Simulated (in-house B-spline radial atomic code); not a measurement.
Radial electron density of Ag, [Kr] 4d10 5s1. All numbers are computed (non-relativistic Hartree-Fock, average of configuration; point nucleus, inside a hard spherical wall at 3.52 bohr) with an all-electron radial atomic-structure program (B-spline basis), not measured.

Columns: r (bohr), 4πr²n(r) (electrons per bohr), bar.

```
 0.00163    2.086 #
 0.00198    2.978 ##
 0.00239    4.176 ##
  0.0029     5.86 ###
 0.00351    8.107 #####
 0.00426    11.13 #######
 0.00516    15.01 #########
 0.00625    19.88 ############
 0.00757    25.78 ###############
 0.00917    32.59 ###################
  0.0111    39.91 ########################
  0.0135     47.3 ############################
  0.0163    53.39 ################################
  0.0198    57.56 ##################################
   0.024    58.74 ###################################
   0.029    57.03 ##################################
  0.0352    53.57 ################################
  0.0426    50.96 ##############################
  0.0516    51.98 ###############################
  0.0625       58 ##################################
  0.0758    67.16 ########################################
  0.0918    74.14 ############################################
   0.111    73.73 ############################################
   0.135    65.01 #######################################
   0.163    54.84 #################################
   0.198     51.2 ##############################
    0.24    56.08 #################################
    0.29    60.66 ####################################
   0.352    54.78 #################################
   0.426    38.67 #######################
   0.516    22.85 ##############
   0.626     16.4 ##########
   0.758    17.73 ###########
   0.918    19.07 ###########
    1.11    16.49 ##########
    1.35    11.42 #######
    1.63    7.012 ####
    1.98    3.981 ##
     2.4     2.05 #
    2.91   0.6432 
    3.48 0.002872
```

On this grid the curve has 4 maxima, near 0.024, 0.0918, 0.29, 0.918 bohr.

The 4d radial function P(r) = rR(r), positive near the nucleus:

```
r (bohr)         P
  0.0111  0.001032
  0.0163  0.003018
   0.024  0.008581
  0.0352   0.02294
  0.0516   0.05695
  0.0758    0.1281
   0.111    0.2478
   0.163    0.3905
    0.24    0.4419
   0.352    0.2356
   0.516   -0.2576
   0.758   -0.7687
    1.11   -0.9173
    1.63   -0.6957
     2.4   -0.3518
    3.48  -0.01147
```
